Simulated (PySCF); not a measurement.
C₂H₇NPb, SMILES C[N](C)[PbH] (connectivity only; charge and spin as stated), neutral, multiplicity 1.

Coordinates come from a B3LYP-D3(BJ)/def2-SVP optimisation. The def2 effective core potentials stand for the cores of Pb; spin–orbit coupling is left out.

The numbers are results of CAM-B3LYP/def2-TZVP in PySCF, not measurements.

Symmetry labels are those of the subgroup Cs that the program uses (full group Cs).

Question: List the valence orbital energies around the gap with their symmetry. (The exact figures need the calculation; the answer reports its results.)

Answer: 
```tsv
orbital	symmetry	energy (eV)
HOMO−7	A"	-13.84
HOMO−6	A'	-13.64
HOMO−5	A'	-13.27
HOMO−4	A"	-12.06
HOMO−3	A'	-11.55
HOMO−2	A'	-9.53
HOMO−1	A'	-7.91
HOMO	A"	-7.25
LUMO	A"	-1.22
LUMO+1	A'	0.72
LUMO+2	A'	1.57
LUMO+3	A'	2.47
```
